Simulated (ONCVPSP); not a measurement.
arsenic (As): excitation energies, all-electron against ONCV

```json
{
 "Element": "arsenic (As)",
 "Generator": "ONCVPSP 4.0.1",
 "Type": "optimised norm-conserving Vanderbilt (ONCV)",
 "Functional": "LDA (Perdew-Zunger)",
 "Relativity": "scalar-relativistic",
 "Frozen core": "[Ar] 3d10",
 "Valence charge": "5",
 "Reference configuration": "4s2 4p2 (charge +1)",
 "Partial waves": "4s: rc 1.25 bohr, ncon 3, nbas 6, qcut 5.6 1/bohr, 2 projectors, debl 0.6 Ha; 4p: rc 2.00 bohr, ncon 4, nbas 7, qcut 4.6 1/bohr, 2 projectors, debl 3.3 Ha; d scattering state at 0.06 Ha: rc 2.15 bohr, ncon 4, nbas 7, qcut 5.1 1/bohr, 2 projectors, debl 3.6 Ha",
 "Local potential": "polynomial inside 1.20 bohr (lpopt 5, dvloc0 0 Ha)",
 "Core correction": "Teter function, fcfact 1.5, rcfact 1.25"
}
```

In the s channel the program set the typed energies aside and used -0.868, 0.250 Ha.

Energies are relative to the spin-unpolarised reference configuration 4s2 4p2; without spin polarisation the order of configurations can differ from experiment.

Question: Give the all-electron excitation energy and the error of the potential for: 4s2 4p3; 4s2 4p1; 4s2 4p0; 4s1 4p0.

Answer:

```
valence configuration  charge  ΔE all-electron (eV)  error AE − PS (meV)
              4s2 4p3       0                -9.325                 +3.1
              4s2 4p1      +2                18.162                 +1.8
              4s2 4p0      +3                46.202                  +25
              4s1 4p0      +4                97.316                 +166
```

Levels in the configuration 4s2 4p3:

```tsv
level	all-electron (eV)	pseudo (eV)
4s	-14.703	-14.707
4p	-5.347	-5.350
```

Note: ghosts flagged at negative energy: s at -289.7 eV; GHOST(+) flagged for p at 184.9 eV. A true bound ghost makes a file unfit for plane-wave use.
